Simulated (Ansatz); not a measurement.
Coupled-cluster diagnostics for Sn(tBu)H3 (C₄H₁₂Sn), Ansatz.

Geometry of the singlet (B3LYP-D4/def2-SVP):

```csv
atom,x (Å),y (Å),z (Å)
C1,0.088,0.165,-0.081
C2,1.522,-0.194,-0.485
C3,0.094,1.282,0.970
C4,-0.720,0.596,-1.311
Sn5,-0.865,-1.625,0.797
H6,2.024,0.687,-0.931
H7,2.131,-0.512,0.377
H8,1.555,-1.001,-1.235
H9,0.661,1.002,1.873
H10,-0.924,1.562,1.286
H11,0.570,2.191,0.556
H12,-1.761,0.855,-1.057
H13,-0.747,-0.186,-2.086
H14,-0.264,1.495,-1.770
H15,-2.434,-1.229,1.394
H16,0.090,-2.227,2.100
H17,-1.020,-2.861,-0.396
```

In the def2 sets Sn takes a core potential; there is no spin–orbit coupling. Correlated methods freeze 8 core orbitals; core or outer-core shells of Sn are correlated, in sets that lack core-valence functions. Another isomer (singlet) lies 0.82 eV lower at PBE0-D4/def2-TZVP; other spin states weren't run for this one.

Question: Estimate the CCSD(T) correlation energy, the shares of MP2 and (T), T1 and the reference's ⟨S²⟩ for: charge 0, singlet, own geometry in def2-SVP; and the rough time on 4 threads of Arm Neoverse V1 on a shared host.

Answer: 
```tsv
state	basis	correlation (eV)	MP2 share (%)	(T) share (%)	T1	⟨S²⟩ (pure)	wall time
charge 0, singlet, own geometry	def2-SVP	-22.149	87.6	3.0	0.008	0.00 (0.00)	31 s
```
Customary marks for T1 are 0.02 (closed shells), 0.045 (open shells) and about 0.05 (3d metals). T1 stays under 0.02 throughout.
